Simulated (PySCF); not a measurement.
A calculated (PBEsol, PySCF 2.14, aug-cc-pwCVTZ-DK3 with one added diffuse shell each of s, p, d, f type, the spin-free X2C one-electron Hamiltonian (Gaussian nucleus)) atom or ion has these occupied shells.

```tsv
shell	electrons	orbital energy (eV)	rms radius, mean of both spins (bohr)
1s α	1	-31548.7	0.0320
1s β	1	-31548.6	0.0320
2s α	1	-4841.1	0.130
2s β	1	-4841.0	0.130
2p α	3	-4350.7	0.115
2p β	3	-4350.7	0.115
3s α	1	-964.46	0.344
3s β	1	-964.38	0.344
3p α	3	-804.58	0.345
3p β	3	-804.50	0.345
3d α	5	-560.97	0.323
3d β	5	-560.89	0.323
4s α	1	-165.30	0.813
4s β	1	-165.14	0.813
4p α	3	-115.63	0.877
4p β	3	-115.45	0.877
4d α	5	-43.008	1.05
4d β	5	-42.661	1.05
5s α	1	-16.523	2.19
5p α	3	-7.071	2.81
5p β	2	-5.828	2.81
```

Q: Name the element and its charge.

A: Te (tellurium, neutral), in [Kr] 4d10 5s1 5p5, high-spin 3P determinant (an excited configuration).
